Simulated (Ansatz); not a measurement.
`OC=C=[CH][InH2]` + H₂O → `[OH][InH2]` + `C=C=CO` at 298.15 K and 1 bar (formal hydrolysis of the In–C bond).

Isolated molecules relaxed with PBE0-D4/def2-TZVP in Ansatz; ΔE leaves out vibrations. CBS: MP2 limit from def2 TZ/QZ plus the TZ coupled-cluster correction, frozen cores. This one scheme is used for every species. def2 core potentials past Kr. For In outer-core shells are correlated without core-valence functions, which leaves a few kJ/mol of doubt a bond. Each species was taken in one conformer, which may not be the lowest.

```csv
species,CCSD(T)/CBS energy (Eh),H − E (kJ/mol),S (J/(mol·K))
`OC=C=[CH][InH2]`,-382.04566,186.9,365.0
H₂O,-76.37941,66.4,188.7
`[OH][InH2]`,-266.78179,78.4,275.9
`C=C=CO`,-191.65809,175.5,281.7
```

H − E and S are ideal-gas, rigid-rotor, harmonic terms from PBE0-D4/def2-TZVP, for one conformer and one mirror image of each species. 1 Eh = 2625.50 kJ/mol, R = 8.31446 J/(mol·K).

Task: By hand: ΔE, ΔH, ΔS and ΔG.

Result: ΔE = (-266.78179) + (-191.65809) − (-382.04566) − (-76.37941) = -0.01481 Eh = -38.9 kJ/mol. Δ(H − E) = 78.4 + 175.5 − 186.9 − 66.4 = 0.6, so ΔH = -38.3 kJ/mol. ΔS = 275.9 + 281.7 − 365.0 − 188.7 = 3.9 J/(mol·K). ΔG = -38.3 − 298.15 × (3.9)/1000 = -39.5 kJ/mol.

Task: By hand: the equilibrium constant, and the temperature at which ΔG would vanish if ΔH and ΔS stayed fixed.

Result: log₁₀ K = −ΔG/(RT ln 10) = 6.9. ΔH and −TΔS have one sign here, so there is no such temperature. One of them is within its doubt of zero, so this could turn.

The number of gas molecules stays the same, so ΔS is small and ΔH decides. A doubt of 5 kJ/mol in ΔE shifts log₁₀ K by 0.9 here. Other conformers and mirror images would add mixing entropy, several J/(mol·K) or more a flexible species. These are equilibria of isolated gas molecules and say nothing of rates. Largest T1 diagnostic: 0.017 (customary marks: 0.02 for closed shells, 0.045 for open ones).
